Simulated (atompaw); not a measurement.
**boron (B) PAW (atompaw): all-electron and pseudo phase curves**

atompaw 4.2.0.5 input, output lines left out:

```
B 5
LDA-PW scalarrelativistic loggrid 1500 logderivrange -4 5 226
2 2 0 0 0 0
2 0 1
2 1 0
0 0 0
c
v
v
1
2.25 1.85 1.70 1.40
y
-1.3
n
y
2.95
n
bloechl sinc
2 0 troulliermartins
```

The phase is arctan(r·u′/u) with u = r·R(r), unwrapped; energies in Ry, scanned from -4 to 5 Ry. A pole is an energy at which the radial function vanishes at the test radius. The pseudo phase is shifted by a multiple of π to meet the all-electron one at the reference energy, and phase errors are pseudo minus all-electron; the curves can meet again beyond the range given. Levels narrower than the energy grid can be missing from the lists of poles.

```json
{"channel": "s", "radius (bohr)": "2.26", "reference energy (Ry)": "-2.30", "poles, all-electron": "-1.45", "poles, pseudo": "-1.45", "unbroken range about the reference energy with phases within 0.05 rad": "below 1.6", "phase error 1 Ry above the reference energy (rad)": "+0.000"}
{"channel": "p", "radius (bohr)": "2.26", "reference energy (Ry)": "-1.88", "poles, all-electron": "-1.20", "poles, pseudo": "-1.20", "unbroken range about the reference energy with phases within 0.05 rad": "the whole range", "phase error 1 Ry above the reference energy (rad)": "+0.001"}
```

Phases in the s channel:

| E (Ry) | all-electron | pseudo |
| --- | --- | --- |
| -4.00 | 1.185 | 1.184 |
| -3.76 | 1.138 | 1.138 |
| -3.52 | 1.070 | 1.070 |
| -3.28 | 0.962 | 0.962 |
| -3.04 | 0.766 | 0.766 |
| -2.80 | 0.353 | 0.353 |
| -2.56 | -0.399 | -0.399 |
| -2.32 | -1.003 | -1.003 |
| -2.08 | -1.290 | -1.290 |
| -1.84 | -1.438 | -1.438 |
| -1.60 | -1.529 | -1.529 |
| -1.36 | -1.591 | -1.591 |
| -1.12 | -1.640 | -1.640 |
| -0.88 | -1.680 | -1.680 |
| -0.64 | -1.717 | -1.717 |
| -0.40 | -1.752 | -1.753 |
| -0.16 | -1.789 | -1.789 |
| 0.08 | -1.828 | -1.829 |
| 0.32 | -1.873 | -1.874 |
| 0.56 | -1.926 | -1.928 |
| 0.80 | -1.993 | -1.998 |
| 1.04 | -2.083 | -2.092 |
| 1.28 | -2.209 | -2.228 |
| 1.52 | -2.399 | -2.436 |
| 1.76 | -2.690 | -2.765 |
| 2.00 | -3.101 | -3.221 |
| 2.24 | -3.541 | -3.669 |
| 2.48 | -3.880 | -3.987 |
| 2.72 | -4.103 | -4.187 |
| 2.96 | -4.248 | -4.317 |
| 3.20 | -4.348 | -4.407 |
| 3.44 | -4.419 | -4.472 |
| 3.68 | -4.472 | -4.522 |
| 3.92 | -4.514 | -4.562 |
| 4.16 | -4.548 | -4.595 |
| 4.40 | -4.576 | -4.624 |
| 4.64 | -4.600 | -4.649 |
| 4.88 | -4.620 | -4.672 |
